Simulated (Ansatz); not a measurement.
## Worked example: C2H3ClSn + C2H2Cl2Sn → C2H4Sn + C2HCl3Sn

Species: C2H3ClSn `C#[C][SnH2][Cl]`, singlet; C2H2Cl2Sn `C#[C][SnH]([Cl])[Cl]`, singlet; C2H4Sn `C#[C][SnH3]`, singlet; C2HCl3Sn `C#[C][Sn]([Cl])([Cl])[Cl]`, singlet. The partners trade Cl for H; both sit on Sn, so the bond types are kept.

Shapes, held fixed at every level: PBE0-D4/def2-TZVP. Programs: Ansatz 0.2.0. Electronic energies: no zero-point or thermal term.

At CCSD(T)/def2-TZVPP; 1 Eh = 2625.50 kJ/mol:

```
  species   energy (Eh)
 C2H3ClSn   -751.220525
C2H2Cl2Sn  -1210.402872
   C2H4Sn   -292.037600
 C2HCl3Sn  -1669.582908
```

Question: Work out ΔE of the reaction at this level.

Answer: 
1. Products less reactants: (-292.037600) + (-1669.582908) − [(-751.220525) + (-1210.402872)] = 0.002889 Eh = +7.6 kJ/mol.

Other levels give +4.3 (CCSD(T)/def2-SVP) to +16.0 kJ/mol (HF/def2-TZVPP). No measured value is set beside it here. For atoms past krypton def2 sets carry core potentials with scalar relativity. Correlated rows may include outer-core shells of Sn, which these sets cover unevenly.
